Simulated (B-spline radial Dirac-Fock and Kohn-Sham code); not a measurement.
Binding energies of Ir³⁴⁺ at several levels of theory

System: the Ir³⁴⁺ ion, 1s2 2s2 2p6 3s2 3p6 3d10 4s2 4p6 4d7.

The density-functional columns are spherical, spin-unpolarised Dirac-Kohn-Sham results without Breit or QED terms: −ε is minus the orbital energy of the initial state and ΔSCF the difference of two total energies. The reference in the last column comes from relaxed Dirac-Fock hole states (ΔSCF) with Breit and QED corrections and a finite nucleus. All numbers are from a radial atomic solver, in eV; a selection of levels is shown. For the 1s level of heavy atoms much of the gap between ΔSCF and the reference is the Breit and QED part, -400.1 eV here; for other levels the error of the functional can be larger.

```tsv
level	LDA −ε	LDA ΔSCF	Dirac-Fock
K	77277.4	77889.5	77502.1
L1	14636.9	14770.6	14828.4
L2	14085.1	14250.4	14225.9
L3	12460.2	12604.1	12617.7
M1	4452.1	4506.7	4561.5
M2	4206.4	4263.8	4296.5
M3	3845.4	3898.8	3933.9
M5	3357.5	3417.0	3423.4
N1	1873.5	1902.2	1924.1
N2	1767.9	1796.8	1805.9
N3	1661.4	1688.8	1699.8
N4,5	1476.0	1503.6	1501.5
```

Values without a named source are computed, but for edge energies of neutral atoms, which are taken from tables.
